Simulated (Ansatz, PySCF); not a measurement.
Gas-phase reaction (SMILES): O[Si](O)(O)Cl [chloro(trihydroxy)silane] + 4 [H][H] (H2) -> Cl (HCl) + 3 O (H2O) + [SiH4] (SiH4); energy of full hydrogenation.

Each molecule is optimised on its own at B3LYP-D3(BJ)/def2-TZVP (Ansatz, a quantum-chemistry and plane-wave program), one conformer each, not searched for the lowest. Valence correlation only, unless marked. No spin-orbit coupling. Non-relativistic. CBS(X,Y): correlation extrapolated as X^-3; Hartree-Fock from the larger set. The bracket is a focal-point correction in the basis named. Thermal terms are rigid-rotor harmonic-oscillator values from B3LYP-D3(BJ) frequencies (Ansatz or PySCF) at 298.15 K and 1 atm. 1 Eh = 627.5095 kcal/mol.

```json
[
 {"species": "O[Si](O)(O)Cl", "E, RI-MP2/CBS(aug-cc-pV(T+d)Z,aug-cc-pV(Q+d)Z)+[CCSD(T)-MP2]/aug-cc-pV(T+d)Z (Ansatz) (Eh)": "-976.40476", "E, r2SCAN-D4/def2-TZVPD (Ansatz + dftd4) (Eh)": "-977.36379", "H - E (Eh)": "0.05273", "G - E (Eh)": "0.01437"},
 {"species": "[H][H] (H2)", "E, RI-MP2/CBS(aug-cc-pV(T+d)Z,aug-cc-pV(Q+d)Z)+[CCSD(T)-MP2]/aug-cc-pV(T+d)Z (Ansatz) (Eh)": "-1.17524", "E, r2SCAN-D4/def2-TZVPD (Ansatz + dftd4) (Eh)": "-1.17100", "H - E (Eh)": "0.01336", "G - E (Eh)": "-0.00144"},
 {"species": "Cl (HCl)", "E, RI-MP2/CBS(aug-cc-pV(T+d)Z,aug-cc-pV(Q+d)Z)+[CCSD(T)-MP2]/aug-cc-pV(T+d)Z (Ansatz) (Eh)": "-460.37874", "E, r2SCAN-D4/def2-TZVPD (Ansatz + dftd4) (Eh)": "-460.78611", "H - E (Eh)": "0.01000", "G - E (Eh)": "-0.01120"},
 {"species": "O (H2O)", "E, RI-MP2/CBS(aug-cc-pV(T+d)Z,aug-cc-pV(Q+d)Z)+[CCSD(T)-MP2]/aug-cc-pV(T+d)Z (Ansatz) (Eh)": "-76.37791", "E, r2SCAN-D4/def2-TZVPD (Ansatz + dftd4) (Eh)": "-76.42298", "H - E (Eh)": "0.02495", "G - E (Eh)": "0.00353"},
 {"species": "[SiH4] (SiH4)", "E, RI-MP2/CBS(aug-cc-pV(T+d)Z,aug-cc-pV(Q+d)Z)+[CCSD(T)-MP2]/aug-cc-pV(T+d)Z (Ansatz) (Eh)": "-291.46108", "E, r2SCAN-D4/def2-TZVPD (Ansatz + dftd4) (Eh)": "-291.85367", "H - E (Eh)": "0.03520", "G - E (Eh)": "0.01198"}
]
```

Problem. Work out ΔE and ΔH, ΔG, ΔS and the equilibrium constant at 298.15 K at the first level, then ΔH at the second.

Solution. 
1. ΔE = [(-460.37874) + 3×(-76.37791) + (-291.46108)] - [(-976.40476) + 4×(-1.17524)] = 0.13217 Eh = 82.9 kcal/mol at RI-MP2/CBS(aug-cc-pV(T+d)Z,aug-cc-pV(Q+d)Z)+[CCSD(T)-MP2]/aug-cc-pV(T+d)Z.
2. The terms H - E add up to 0.01388 Eh, so ΔH = (0.13217 + (0.01388))×627.5095 = 91.6 kcal/mol.
3. The terms G - E add up to 0.00276 Eh, so ΔG = 84.7 kcal/mol, and ΔS = (0.01388 - (0.00276))×627509.5/298.15 = 23.4 cal/(mol K).
4. log10 K = -ΔG/(RT ln 10) = -62.1, with RT ln 10 = 1.3642 kcal/mol.
5. With ΔH and ΔS taken as constant, ΔG changes sign near ΔH/ΔS = 3910 K, a rough figure that leaves out heat capacities.
6. At r2SCAN-D4/def2-TZVPD the same steps give ΔE = 87.3 and ΔH = 96.0 kcal/mol, a shift of +4.4 from the first level.
7. These values are not checked against measurement here, since the tables used lack a sound gas-phase enthalpy of formation for at least one species.
